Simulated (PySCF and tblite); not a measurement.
The numbers below are computed, except where a source is named.
C₆H₁₁F, numbered as in [F:1][CH:2]1[CH2:3][CH2:4][CH2:5][CH2:6][CH2:7]1.

Search: ETKDG and KDG, MMFF94s, GFN2-xTB, 150 starts; geometries at GFN2-xTB. Weights use BP86-D3(BJ)/pcseg-1 (IEF-PCM, acetonitrile) energies plus GFN2-xTB zero-point and thermal terms (modes under about 100 cm⁻¹ blended into free rotors). Symmetry numbers and mirror images are counted. Conformers within 2.5 kcal/mol (GFN2-xTB free energy) were kept, 4 at most. Programs: PySCF with density fitting and tblite.

The 6-ring runs over atoms 2–3–4–5–6–7.

| conformer | shape | symmetry | dipole D |
| --- | --- | --- | --- |
| 1 | 6-ring chair (all substituents equatorial) | Cs | 2.43 |
| 2 | 6-ring chair (F1 axial) | Cs | 2.16 |

Task: Which of these conformers is the most populated at 298.15 K, and with what share?

Result: Conformer 1, about 64 %. The lead over the next is within the error of the method.

Task: Give the DFT energies and free energies relative to the lowest, and all weights.

Result: 
| conformer | shape | E(DFT) kcal/mol | G(298.15 K) kcal/mol | weight % |
| --- | --- | --- | --- | --- |
| 1 | 6-ring chair (all substituents equatorial) | 0.00 | 0.00 | 64.0 |
| 2 | 6-ring chair (F1 axial) | 0.33 | 0.34 | 36.0 |

Task: How does its share change from 250 K to 350 K?

Result: From 66 % to 62 %; the mixing entropy goes from 1.27 to 1.32 cal/(mol K).
